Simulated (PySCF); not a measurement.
An unknown gives this computed stick spectrum. The calculation used TDDFT CAM-B3LYP/def2-SVPD, vertical, gas phase, core orbitals frozen in the response in PySCF 2.14.0, density-fitted response routines. Geometries: PBE0-D3(BJ)/def2-SVP, one conformer each. Relativistic effects are left out although some hold elements past zinc.

```csv
state,E (eV),λ (nm),f
S1,6.45,192.1,0.0028
S2,6.82,181.9,0.017
S3,6.98,177.6,0.0089
S4,7.05,176.0,0.034
S5,7.51,165.0,0.059
S6,7.58,163.6,0.014
S7,7.59,163.3,0.017
S8,7.63,162.6,0.050
S9,7.90,156.8,0.031
S10,7.97,155.5,0.0051
```

Triplets computed (Tamm–Dancoff): 6.11, 6.68, 6.81, 6.82 eV.

Orbital energies (eV): HOMO-3 -10.63, HOMO-2 -10.40, HOMO-1 -8.75, HOMO -8.53, LUMO 0.80, LUMO+1 1.11, LUMO+2 1.77.

**Question.** Which structure fits? All have the formula C4H8GeO.
A. `[C@@H]1([O][GeH3])CC1=C`
B. `[GeH3][O]C1=CCC1`
C. `C=C/C=C\[O][GeH3]`
D. `[GeH3][O][C@H]1[C@@H]2C[C@@H]21`

**Answer.** D. Its S1, at 6.45 eV, is the highest among the candidates; the nearest of the others has S1 at 5.91 eV. S1 is HOMO-1→LUMO (47%), HOMO-1→LUMO+1 (42%). Löwdin shares by element: HOMO carbon 78% (atoms not listed hold the other 21%); LUMO germanium 46%, hydrogen 36% or more (atoms not listed hold the other 18%). At the same level the other candidates give, for their lowest levels:
- `C=C1C[C@H]1[O][GeH3]`: 5.91 eV (f 0.002); 6.16 eV (f 0.019); 6.94 eV (f 0.012); 7.03 eV (f 0.256); 7.18 eV (f 0.035); T1 4.22 eV; HOMO -8.86, LUMO 0.60 eV
- `C=C/C=C\[O][GeH3]`: 5.27 eV (f 0.298); 5.36 eV (f 0.276); 5.71 eV (f 0.009); 6.21 eV (f 0.004); 6.55 eV (f 0.019); T1 3.01 eV; HOMO -7.25, LUMO 0.52 eV
- `[GeH3][O]C1=CCC1`: 5.44 eV (f 0.000); 5.92 eV (f 0.007); 6.58 eV (f 0.005); 6.69 eV (f 0.197); 6.72 eV (f 0.004); T1 4.30 eV; HOMO -7.54, LUMO 0.70 eV

Shape of the structure used: `[GeH3:1][O:2][C@H:3]1[C@@H:4]2[CH2:5][C@H:6]12`: Ge1–O2–C3–C4 -39°.

Without π bonds the low states are Rydberg-like; a valence basis with one diffuse set may place them up to an eV too high.
